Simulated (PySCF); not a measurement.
A table of computed properties in which two entries of one column were swapped by mistake.

```
no.        species (SMILES)  level of the electronic properties  HOMO energy  HOMO–LUMO gap  smallest rotational constant
  1    CC[C@H](C)/C(C)=N/NC                       PBE0/pcSseg-1     -5.84 eV        6.66 eV                     0.818 GHz
  2  CS[Si@@H]1NCC[Si@@H]1C                       PBE0/pcSseg-1     -6.46 eV        6.41 eV                     0.612 GHz
  3  C=C[Si@@H](CC)S[SiH2]N                       PBE0/pcSseg-1     -7.11 eV        6.68 eV                     2.276 GHz
  4               CC1=CCCC1                       PBE0/pcSseg-1     -6.58 eV        7.49 eV                     0.556 GHz
  5      CN/N=C(\C)C(C)(C)C                       PBE0/pcSseg-1     -5.87 eV        6.71 eV                     0.859 GHz
  6        C/C=N/N(C)CC(C)C                       PBE0/pcSseg-1     -5.63 eV        6.56 eV                     0.748 GHz
  7  CC1(C)CN[SiH2]S[SiH2]1                       PBE0/pcSseg-1     -6.82 eV        7.06 eV                     0.795 GHz
  8      CC#C[Si-](Cl)C1CC1                       PBE0/pcSseg-1     -0.71 eV        4.89 eV                     0.622 GHz
  9      C=C(SC)C(C)(C)CC#N                       PBE0/pcSseg-1     -6.41 eV        6.39 eV                     0.795 GHz
```

Geometries and rotational constants: GFN2-xTB. Species are written as SMILES; each is one conformer at its optimised geometry, gas phase, non-relativistic unless stated; the electronic structure was computed with PySCF and density fitting.

Dipoles, sizes and rotational constants follow the conformer. The torsions of the flexible species, by atom-mapped SMILES:
- `[CH3:1][CH2:2][C@H:3]([CH3:4])/[C:5]([CH3:6])=[N:7]/[NH:8][CH3:9]`: C1–C2–C3–C4 -175°, C2–C3–C5–C6 65°, C5–N7–N8–C9 -159°
- `[CH3:1][NH:2]/[N:3]=[C:4](\[CH3:5])[C:6]([CH3:7])([CH3:8])[CH3:9]`: C1–N2–N3–C4 -159°, N3–C4–C6–C7 2°
- `[CH3:1]/[CH:2]=[N:3]/[N:4]([CH3:5])[CH2:6][CH:7]([CH3:8])[CH3:9]`: C2–N3–N4–C5 -9°, N3–N4–C6–C7 91°, N4–C6–C7–C8 173°
- `[CH3:1][C:2]#[C:3][Si-:4]([Cl:5])[CH:6]1[CH2:7][CH2:8]1`: C3–Si4–C6–C7 -142°
- `[CH2:1]=[C:2]([S:3][CH3:4])[C:5]([CH3:6])([CH3:7])[CH2:8][C:9]#[N:10]`: C1–C2–S3–C4 -21°, C1–C2–C5–C6 -2°, C2–C5–C8–C9 -54°

The conformers of `CS[Si@@H]1NCC[Si@@H]1C`, `C=C[Si@@H](CC)S[SiH2]N`, `CC1=CCCC1` and `CC1(C)CN[SiH2]S[SiH2]1` aren't listed.

Problem. Which two entries changed places?

Solution. The smallest rotational constant of rows 3 and 4. The true values are 0.556 GHz for `C=C[Si@@H](CC)S[SiH2]N` (21 atoms, 88 electrons) and 2.276 GHz for `CC1=CCCC1` (16 atoms, 46 electrons), the smallest and the largest in that column.

Problem. Restore the column in rising order.

Solution. row 3: 0.556 GHz, row 2: 0.612 GHz, row 8: 0.622 GHz, row 6: 0.748 GHz, row 7: 0.795 GHz, row 9: 0.795 GHz, row 1: 0.818 GHz, row 5: 0.859 GHz, row 4: 2.276 GHz.

Problem. Give the restored column in cm⁻¹.

Solution. row 1: 0.0273 cm⁻¹, row 2: 0.0204 cm⁻¹, row 3: 0.0185 cm⁻¹, row 4: 0.0759 cm⁻¹, row 5: 0.0287 cm⁻¹, row 6: 0.0249 cm⁻¹, row 7: 0.0265 cm⁻¹, row 8: 0.0208 cm⁻¹, row 9: 0.0265 cm⁻¹.
